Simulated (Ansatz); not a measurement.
Z-matrix (Å, degrees):
```
Si
C 1 1.850
O 1 1.654 2 105.4
H 1 1.491 2 112.2 3 119.7
H 1 1.488 2 110.3 3 -120.1
C 2 1.335 1 124.3 3 -10.6
H 2 1.092 1 117.6 3 168.1
H 3 0.957 1 118.6 2 145.2
Ge 6 1.955 2 129.3 1 -1.7
H 6 1.091 2 118.6 1 178.5
O 9 1.795 6 104.4 2 -173.5
H 9 1.541 6 112.9 2 -57.1
H 9 1.529 6 114.3 2 74.6
H 11 0.959 9 112.6 6 78.7
```

Charge 0, multiplicity 1.

(1) List the r2SCAN/def2-TZVPP orbital energies in eV (Ansatz). (Estimate.)

## Answers

(1) Ansatz gave: Occupied: -10834.18, -1791.52, -1349.23, -1199.29, -1199.27, -1199.27, -516.21, -515.11, -273.45, -273.18, -167.46, -141.90, -117.20, -117.13, -117.12, -96.80, -96.74, -96.73, -30.61, -30.44, -30.42, -30.38, -30.37, -26.80, -25.20, -20.02, -15.49, -14.55, -13.37, -12.10, -11.76, -11.11, -9.87, -9.61, -9.07, -8.78, -8.15, -7.78, -7.58, -7.04, -6.71. Lowest empty: -1.73, -0.37, 0.59, 0.89, 1.15, 1.70, 1.83, 1.91.
